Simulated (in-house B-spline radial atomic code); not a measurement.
Ag. Computed with a B-spline radial atomic code. Model: non-relativistic spherical atom: semilocal Troullier-Martins pseudo-atom, one channel per l, against all electrons, high spin, G0W0 and RPA with empty states to l = 8, local potential for every l without a channel, a model core (radius 0 = none) keeps its share of the functional.

Without relativity these are model numbers for so heavy an element.

What the tables leave out is listed at the end.

The pseudopotential gives back the lowest level of each angular momentum of its own functional in the configuration it was made in; a second state of the same l is only approximately right. Exact exchange, RPA and GW see the smooth pseudo-orbitals and miss the exchange with the core, for which the functional's share stands in. The column with an uncorrelated core keeps all orbitals and exact exchange, and so separates missing core correlation from pseudisation. Only the three outermost levels and the lowest empty one were computed. RPA here is direct RPA, with no exchange kernel, and its energies carry an (l + 1/2)⁻⁴ tail. A hybrid on a potential with a model core restores only its own semilocal share of the core's exchange.

Command:
```bash
python run_psgw.py task.json out
```
Settings (lengths in bohr, energies in hartree):
```
Z                      47
electrons              47
configuration          [Kr] 4d10 5s1
generated_in           [Kr] 4d10 5s1
functional             pbe,pbe
core_shells            7
radius_factor          0.8
core_correction        False
ion_configuration      [Kr] 4d10
```

Time taken, with all properties: 88 s on 1 thread of Arm Neoverse N1, with other jobs on the host.

Given: made with PBE; model core radius 0 bohr; local radius 0.917 bohr; mean-field start PBE.

Valence shells of the generating configuration: 4p, 4d, 5s.

Channel: s 2.117, p 0.705, d 0.827 (radii in bohr).

Computed: largest level miss in the spin-unpolarised generating configuration 0.005 eV; valence RPA correlation energy all-electron orbitals -1.0817 hartree; valence RPA correlation energy pseudo -1.3187 hartree; ionisation by mean-field all-electron 7.3695 eV; ionisation by mean-field pseudo minus all 0.007 eV; ionisation by RPA all-electron 7.5309 eV; ionisation by RPA pseudo minus all 0.717 eV.

| level | occupied | mean-field all-electron (eV) | mean-field pseudo minus all (eV) | G0W0 all-electron (eV) | G0W0 uncorrelated core minus all (eV) | G0W0 pseudo minus all (eV) | exchange self-energy all-electron (eV) | exchange self-energy pseudo (eV) |
| --- | --- | --- | --- | --- | --- | --- | --- | --- |
| 5s up | 1 | -4.3115 | -0.003 | -7.2873 | -0.009 | -0.435 | -10.114 | -10.303 |
| 5s down (empty) | 0 | -3.5331 | 0.005 | -1.3362 | -0.009 | -0.523 | -2.6462 | -2.8599 |

Q: What is the all-electron RPA polarisability, core included?

A: 43.598 bohr³.

Q: What is the pseudo-atom RPA polarisability?

A: 43.662 bohr³.

Given: mean-field start PBE0.

Computed: valence RPA correlation energy all-electron orbitals -1.0223 hartree; all-electron RPA polarisability, core included 38.007 bohr³; pseudo-atom RPA polarisability 34.602 bohr³; ionisation by mean-field all-electron 7.0762 eV; ionisation by mean-field pseudo minus all 0.3 eV; ionisation by RPA pseudo minus all 0.779 eV.

| level | occupied | mean-field all-electron (eV) | mean-field pseudo minus all (eV) | G0W0 all-electron (eV) | G0W0 uncorrelated core minus all (eV) | G0W0 pseudo minus all (eV) | exchange self-energy all-electron (eV) | exchange self-energy pseudo (eV) |
| --- | --- | --- | --- | --- | --- | --- | --- | --- |
| 5s up | 1 | -4.8705 | -0.229 | -7.3061 | -0.009 | -0.655 | -9.8633 | -10.647 |
| 5s down (empty) | 0 | -2.4828 | -0.172 | -1.0737 | -0.007 | -0.437 | -2.2632 | -2.7738 |

Q: What is the valence RPA correlation energy pseudo?

A: -1.2565 hartree.

Q: What is the ionisation by RPA all-electron?

A: 7.3847 eV.

Given: mean-field start Hartree-Fock.

Computed: valence RPA correlation energy all-electron orbitals -0.88392 hartree; valence RPA correlation energy pseudo -1.109 hartree; pseudo-atom RPA polarisability 21.808 bohr³; ionisation by mean-field all-electron 5.9214 eV; ionisation by RPA all-electron 7.0034 eV; ionisation by RPA pseudo minus all 0.911 eV.

| level | occupied | mean-field all-electron (eV) | mean-field pseudo minus all (eV) | G0W0 all-electron (eV) | G0W0 uncorrelated core minus all (eV) | G0W0 pseudo minus all (eV) | exchange self-energy all-electron (eV) | exchange self-energy pseudo (eV) |
| --- | --- | --- | --- | --- | --- | --- | --- | --- |
| 5s up | 1 | -6.014 | -1.268 | -7.0011 | -0.005 | -0.944 | -8.7059 | -11.627 |
| 4d down | 1 | -14.597 | 1.181 | -14.019 | 0.108 | 1.093 | -35.823 | -29.689 |
| 4d up | 1 | -14.64 | 0.979 | -14.088 | 0.104 | 0.933 | -35.509 | -29.599 |

Q: What is the ionisation by mean-field pseudo minus all?

A: 1.169 eV.

Q: What is the all-electron RPA polarisability, core included?

A: 33.038 bohr³.

Among the listed levels the largest G0W0 shift of the pseudo-atom is +1.09 eV, for 4d down on the Hartree-Fock start, while leaving the core uncorrelated moves that level by +0.11 eV. So pseudisation and the lost core exchange, not the missing core correlation, make the error. Not in the tables (levels of low weight, unsolved or above zero; the highest and the empty levels are kept at any weight): on PBE the G0W0 levels 4d down (pseudo minus all +1.33 eV, weights 0.42 and 0.08), 4d up (pseudo minus all +1.32 eV, weights 0.41 and 0.08); on PBE0 the G0W0 levels 4d down (pseudo minus all +0.62 eV, weights 0.75 and 0.71), 4d up (pseudo minus all +0.47 eV, weights 0.54 and 0.67).
